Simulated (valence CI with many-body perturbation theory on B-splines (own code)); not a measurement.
**Which ion has this spectrum?**

A relativistic CI+MBPT calculation for an atom or ion with 13 electrons gives these levels (Ry):

| J | Parity | E | g |
| --- | --- | --- | --- |
| 1/2 | odd | 0.000 | 0.65 |
| 1/2 | even | 8.576 | 2.24 |
| 3/2 | odd | 9.183 | 1.33 |
| 3/2 | even | 16.237 | 1.66 |
| 5/2 | even | 17.184 | 1.36 |
| 3/2 | even | 18.436 | 0.94 |
| 1/2 | even | 19.034 | 1.21 |
| 3/2 | even | 21.980 | 0.83 |
| 5/2 | even | 23.444 | 1.24 |
| 5/2 | even | 26.445 | 1.37 |
| 3/2 | odd | 27.062 | 1.22 |
| 3/2 | odd | 28.091 | 0.56 |
| 1/2 | even | 28.254 | 1.87 |
| 3/2 | even | 28.639 | 1.20 |

The energies are calculated, and their last digits are not significant.

**Question.** Which is it?
A. Ba43+
B. Pr46+
C. Sm49+
D. Ce45+

**Answer.** B. Pr46+, ground level (3s^2 3p1/2) J=1/2.
